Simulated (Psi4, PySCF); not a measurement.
Two rigid molecules brought together: BBr3 ··· H3N (SMILES BrB(Br)Br and N), singlet. Monomers: optimised at B3LYP-D3(BJ) (def2-TZVP), held rigid. Orientation: a higher rigid-body minimum at GFN2-xTB. The monomers approach along the line of their centres of mass (distance R); nothing else relaxes.

Geometry at R = 2.71 Å (first 4 atoms: monomer A):
```
8

B     -0.0002     0.0001     0.0002
Br    -1.5209    -1.1474    -0.0933
Br    -0.0291     1.6952    -0.8736
Br     1.5502    -0.5478     0.9667
N      1.2636    -0.9965    -2.0937
H      1.6840    -1.8923    -1.8739
H      0.8043    -1.0910    -2.9923
H      2.0178    -0.3292    -2.2088
``` The table gives interaction energies.

```
R / Å      A      B      C
-----  -----  -----  -----
2.34   -4.58   2.36   0.45
2.48   -5.36   0.18  -1.22
2.71   -5.95  -2.12  -2.94
2.89   -5.88  -3.00  -3.55
3.13   -5.27  -3.32  -3.66
3.44   -4.13  -2.97  -3.13
3.69   -3.22  -2.48  -2.51
4.24   -1.66  -1.42  -1.34
4.93   -0.65  -0.61  -0.59
5.93   -0.22  -0.22  -0.22
7.17   -0.07  -0.08  -0.08
```

Energies in kcal/mol.

### Question
Match the curves with the methods B3LYP-D3(BJ)/def2-TZVP, counterpoise-corrected in Psi4; restricted Hartree-Fock/6-31G*, spherical d, no counterpoise correction run with PySCF; restricted MP2 (frozen core)/6-31G*, spherical d, no counterpoise correction in PySCF.

### Answer
A is RMP2/6-31G*; B is RHF/6-31G*; C is B3LYP-D3(BJ)/def2-TZVP.
